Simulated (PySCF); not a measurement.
## Ionisation energy of Ge²⁺ by level of theory

Ge²⁺ [Ar] 3d10 4s2 (1S) → Ge³⁺ [Ar] 3d10 4s1 (2S), as a difference of total energies. Calculation: PySCF 2.14, in aug-cc-pVTZ-PP with one added diffuse shell each of s, d, f type with ECP10MDF (7s5p5d3f, 68 functions); a scalar-relativistic core potential. Correlated levels: valence: 3s2 3p6 3d10 frozen. The calculations carry no spin-orbit coupling.

```json
{"method": "UHF", "ionisation energy (eV)": "32.193", "error (eV)": "-1.865"}
{"method": "MP2 (valence)", "ionisation energy (eV)": "32.981", "error (eV)": "-1.077"}
{"method": "SCS-MP2 (valence)", "ionisation energy (eV)": "33.138", "error (eV)": "-0.920"}
{"method": "CCSD (valence)", "ionisation energy (eV)": "33.280", "error (eV)": "-0.778"}
```

Reference: 34.058 eV (measured; NIST Atomic Spectra Database, ionization energies).

Errors of the correlated levels include the incompleteness of this basis and the frozen core.

With two correlated electrons CCSD is exact in that space.
